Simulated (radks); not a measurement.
The numbers below are computed, except where a source is named.
Initial-state core-level shifts of neutral manganese when its valence configuration changes from [Ar] 3d5 4s2. Level of theory: scalar-relativistic Kohn-Sham, PBEsol, spin-polarised, spherical densities, finite nucleus; open shells are filled with parallel spins first; Fermi nuclear charge, rms radius 3.7057 fm (a radial shooting solver on a logarithmic mesh with Libxc functionals). Shifts are changes of the shell-averaged eigenvalues in eV (positive: less bound); the change of the density at the nucleus, which sets a Mossbauer isomer shift, is in e/bohr^3, on a base of 1.323e+04.

valence,1s,2s,3s,3p,density at nucleus
3d7,+5.424,+6.280,+5.707,+5.510,-11.117
3d4 4s2 4p1,-7.770,-8.629,-7.531,-7.307,+4.917
3d6 4s1,+3.878,+4.357,+3.982,+3.865,-5.910
3d5 4s1 4p1,-1.236,-1.242,-1.216,-1.202,-3.904
3d5 4p2,-2.662,-2.578,-2.644,-2.633,-9.956
3d5.5 4s1.5,+2.126,+2.394,+2.158,+2.092,-3.245
3d4 4s1 4p2,-8.715,-9.597,-8.464,-8.225,-0.706
3d5 4s1.5 4p0.5,-0.707,-0.705,-0.693,-0.687,-1.869
3d4.5 4s2 4p0.5,-3.748,-4.139,-3.677,-3.573,+2.314
